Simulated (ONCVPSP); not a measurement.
**Building the ONCV potential for Pd (Z = 46) (LDA (Perdew-Wang 92), scalar-relativistic).**

ONCVPSP 4.0.1 was run on this input:

```
# ATOM AND REFERENCE CONFIGURATION
# atsym  z   nc   nv     iexc    psfile
  Pd 46.00    7    2  -001012      upf
#
#   n    l    f
    1    0    2.00
    2    0    2.00
    2    1    6.00
    3    0    2.00
    3    1    6.00
    3    2   10.00
    4    0    2.00
    4    1    6.00
    4    2    9.75
#
# PSEUDOPOTENTIAL AND OPTIMIZATION
# lmax
    2
#
#   l,   rc,      ep,       ncon, nbas, qcut
    0    1.25    0.02    3    8    5.10
    1    1.35    0.00    3    7   10.50
    2    1.15    0.00    3    7    8.90
#
# LOCAL POTENTIAL
# lloc, lpopt,  rc(5),   dvloc0
    4    5    1.15    3.00
#
# VANDERBILT-KLEINMAN-BYLANDER PROJECTORs
# l, nproj, debl
    0    1    2.30
    1    2    0.70
    2    1    3.00
#
# MODEL CORE CHARGE
# icmod, fcfact, rcfact
    3    3.25    1.00
#
# LOG DERIVATIVE ANALYSIS
# epsh1, epsh2, depsh
   -3.00    5.00    0.02
#
# OUTPUT GRID
# rlmax, drl
    6.00    0.01
#
# TEST CONFIGURATIONS
# ncnf
    4
# nvcnf
#   n    l    f
    2
    4    1    6.00
    4    2   10.00
#
    2
    4    1    6.00
    4    2    9.00
#
    2
    4    1    6.00
    4    2    8.00
#
    2
    4    1    6.00
    4    2    9.50
#
```

Command:

```bash
oncvpsp.x < Pd.dat > Pd.out
```

The program printed (shortened: citation, most of the input echo, consistency checks and plot data are left out):

```
ONCVPSP  (Optimized Norm-Conservinng Vanderbilt PSeudopotential)
scalar-relativistic version 4.0.1

#   n    l    f        energy (Ha)
    1    0    2.00    -8.8706621E+02
    2    0    2.00    -1.2962474E+02
    2    1    6.00    -1.1630375E+02
    3    0    2.00    -2.3428184E+01
    3    1    6.00    -1.9049534E+01
    3    2   10.00    -1.2072110E+01
    4    0    2.00    -3.2336106E+00
    4    1    6.00    -1.9809513E+00
    4    2    9.75    -2.4647871E-01

Reference configufation results
  iterations    28
  all-electron total energy (Ha)   -5.04108245D+03

Begin loop to  construct optimized pseudo wave functions
and semi-local pseudopoentials for all angular momenta

   Wellstate for l =  0  n =  5
     eigenvalue =   0.0200
     asymptotic potential =   0.5200
     half-point radius =  2.8127

Calculating optimized projector #   1

 for l=   0

    Fraction of norm inside rc  0.057354
    Optimizing pswf for qcut=   5.09 a_B^-1,  ecut=  12.96 Ha
    Residual kinetic energy error=  4.25D-03 Ha
 ERROR pspot:  first pseudo wave function has node,          program will stop
 ERROR pspot: try changing psp parameters for this l
```

The run stopped because the optimised pseudo-wave of the first projector has a node, so the radial equation cannot be inverted for a potential.

The run took about 0.29 s on one core of a shared server CPU.
